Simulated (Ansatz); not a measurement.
Start from `[Cl][Hf]([Cl])([Cl])[Br]` and change one atom or group to get `[Cl][Hf]([Cl])([Cl])[I]`.

Ansatz, PBE0-D4/def2-TZVP geometries, multiplicity 1. 

Elements past krypton have def2 core potentials. Scalar relativity is left out up to krypton. Spin–orbit coupling is left out; it splits and shifts lone-pair levels of the heavy atoms by tenths of an eV.

```json
{"property": "HOMO energy (PBE0/def2-TZVPP) / eV", "`[Cl][Hf]([Cl])([Cl])[Br]`": "-9.22"}
{"property": "size of the dipole moment (B3LYP/def2-TZVPP) / D", "`[Cl][Hf]([Cl])([Cl])[Br]`": "0.06"}
{"property": "LUMO energy (ωB97M-V/def2-TZVPP) / eV", "`[Cl][Hf]([Cl])([Cl])[Br]`": "-0.09"}
{"property": "HOMO energy (B3LYP/def2-TZVPP) / eV", "`[Cl][Hf]([Cl])([Cl])[Br]`": "-8.93"}
{"property": "HOMO–LUMO gap (PBE/def2-TZVPP) / eV", "`[Cl][Hf]([Cl])([Cl])[Br]`": "4.96"}
{"property": "LUMO energy (B3LYP/def2-TZVPP) / eV", "`[Cl][Hf]([Cl])([Cl])[Br]`": "-2.36"}
```

(1) Give the same properties after the change, and the shifts. (Best estimate.)

## Answers

(1) Ansatz gave: 
```json
{"property": "HOMO energy (PBE0/def2-TZVPP) / eV", "`[Cl][Hf]([Cl])([Cl])[I]`": "-8.40", "shift": "0.82"}
{"property": "size of the dipole moment (B3LYP/def2-TZVPP) / D", "`[Cl][Hf]([Cl])([Cl])[I]`": "0.33", "shift": "0.27"}
{"property": "LUMO energy (ωB97M-V/def2-TZVPP) / eV", "`[Cl][Hf]([Cl])([Cl])[I]`": "-0.25", "shift": "-0.16"}
{"property": "HOMO energy (B3LYP/def2-TZVPP) / eV", "`[Cl][Hf]([Cl])([Cl])[I]`": "-8.12", "shift": "0.81"}
{"property": "HOMO–LUMO gap (PBE/def2-TZVPP) / eV", "`[Cl][Hf]([Cl])([Cl])[I]`": "4.23", "shift": "-0.73"}
{"property": "LUMO energy (B3LYP/def2-TZVPP) / eV", "`[Cl][Hf]([Cl])([Cl])[I]`": "-2.44", "shift": "-0.08"}
```

With PBE0 the HOMO rises by 0.82 eV and the LUMO falls by 0.09 eV, so the gap narrows by about 0.91 eV. PBE moves the HOMO by 0.67 eV and ωB97M-V by 0.93 eV. Dipoles are sizes alone; their direction can turn.

B3LYP here is the variant with VWN-RPA as its local correlation; programs differ in this.
